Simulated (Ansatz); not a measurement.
Gas-phase reaction in SMILES: N[SiH](N)N → N[Si-](N)N + H+
Structures are relaxed separately at B3LYP-D3(BJ)/def2-TZVP in Ansatz (a first-principles code), one conformer each, not searched for the lowest.

Wanted: gas-phase deprotonation energy (electronic energy difference), in kcal/mol. Correlated levels leave the core frozen unless marked. No spin-orbit coupling. Non-relativistic. Anions need diffuse functions: aug- sets have them; def2-D sets add few; the other sets have none. CBS(X,Y): correlation extrapolated as X^-3; Hartree-Fock from the larger set.

CCSD(T)/CBS(aug-cc-pV(T+d)Z,aug-cc-pV(Q+d)Z) (Ansatz) gives 397.8 kcal/mol.

Another calculation gave 398.3 kcal/mol. Which level was it?
A) PBE/def2-TZVPD (Ansatz)
B) LC-wPBE/def2-TZVPD (Ansatz)
C) r2SCAN0/def2-TZVPD (Ansatz)
D) B2GP-PLYP/def2-TZVPD (Ansatz)

D, B2GP-PLYP/def2-TZVPD (Ansatz). The others give 404.5 (LC-wPBE), 390.1 (PBE), 401.5 (r2SCAN0) kcal/mol.
